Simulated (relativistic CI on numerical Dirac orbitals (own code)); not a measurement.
**Hyperfine structure of Xe⁴⁵⁺, mass number 131**

Computed by Dirac-Coulomb-Breit CI, orbitals from a KLI potential per configuration, model QED (radiative potential, 1s self-energy scaled to tabulated hydrogen-like ionisation energies), unscaled Slater integrals (own radial code, finite nucleus).

Configurations in the expansion (outside the closed core 1s2): 2s²2p⁵, 2s2p⁶, 2p⁶3s, 2p⁶3p, 2p⁶3d, 2s²2p⁴3s, 2s²2p⁴3p, 2s²2p⁴3d, 2s2p⁵3s, 2s2p⁵3p, 2s2p⁵3d, 2s²2p⁴4s, 2s²2p⁴4p, 2s²2p⁴4d, 2s²2p⁴4f, 2s2p⁵4s. Levels of other configurations are missing.

Nuclear spin I = 3/2, μ = 0.69185 μN, Q = -0.114 b (tables of Stone and Pyykkö). The electronic factors are computed for point nuclear moments, without core polarisation or the Bohr-Weisskopf and QED corrections.

```json
{"Level": "2s²2p⁵ ²P°3/2", "E (eV)": "0.00", "A (GHz)": "135.6", "B (GHz)": "63"}
{"Level": "2s²2p⁵ ²P°1/2", "E (eV)": "335.23", "A (GHz)": "887.9", "B (GHz)": ""}
{"Level": "2s2p⁶ ²S1/2", "E (eV)": "641.11", "A (GHz)": "2822", "B (GHz)": ""}
{"Level": "2s²2p⁴3s ⁴P5/2", "E (eV)": "4320.28", "A (GHz)": "261", "B (GHz)": "-9.17"}
{"Level": "2s²2p⁴3s ²P3/2", "E (eV)": "4327.84", "A (GHz)": "7.194", "B (GHz)": "-3.53"}
{"Level": "2s²2p⁴3s ²S1/2", "E (eV)": "4361.00", "A (GHz)": "767.4", "B (GHz)": ""}
{"Level": "2s²2p⁴3p ²P°1/2", "E (eV)": "4444.01", "A (GHz)": "243.5", "B (GHz)": ""}
{"Level": "2s²2p⁴3p ⁴D°7/2", "E (eV)": "4497.73", "A (GHz)": "92.22", "B (GHz)": "-25.8"}
```

Levels with J = 0, under 50 % of one LS term, or S terms without an open s electron are left out. Small factors come from cancelling terms and can be off by tens of per cent or more.

At this charge energies of transitions that change n are usually good to better than 1 %, and those within a shell (Δn = 0) to a few per cent.

(1) Give the hyperfine levels of 2s²2p⁵ ²P°1/2 relative to its centre of gravity.

## Answers

(1) With K = F(F + 1) − I(I + 1) − J(J + 1), E = AK/2: F = 1: -1110, F = 2: 665.9 GHz.

LS names give the leading component of a level, which can be under half, so a name can repeat, a term be missing and a line seem to break the LS rules.
